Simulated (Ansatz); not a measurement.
Isomers of C$_{4}$H$_{6}$BF, relaxed with PBE0-D4/def2-TZVP in Ansatz; electronic energies, one conformer each and not always the lowest. Functionals use def2-TZVPP; CBS adds triple-zeta CCSD(T) − MP2 to the MP2 limit of def2-TZVPP and def2-QZVPP.

**Question.** Order them by energy at frozen-core CCSD(T)/CBS, lowest first. (An estimate is asked.)
A. `C=C=C(F)BC`
B. `B/C=C(\F)C=C`
C. `CB1C=C1CF`
D. `CC1=CB(F)C1`
E. `C/C=C1\CB1F`

**Answer.** D (0.0 kcal/mol), E (30.5 kcal/mol), C (48.2 kcal/mol), B (53.9 kcal/mol), A (62.1 kcal/mol).

**Question.** How do B3LYP-D4, B3LYP, HF/CBS(def2), r2SCAN-D4 place them (kcal/mol, against `CC1=CB(F)C1`)? (Best estimate.)

**Answer.** The calculation gave: 
```csv
isomer,B3LYP-D4,B3LYP,HF/CBS(def2),r2SCAN-D4
`C/C=C1\CB1F`,27.1,26.7,32.6,27.2
`B/C=C(\F)C=C`,48.2,48.1,49.7,51.3
`C=C=C(F)BC`,55.4,54.7,60.8,58.2
`CB1C=C1CF`,45.0,44.2,44.7,45.3
```

B3LYP here is the variant with VWN-RPA as its local correlation; programs differ in this.
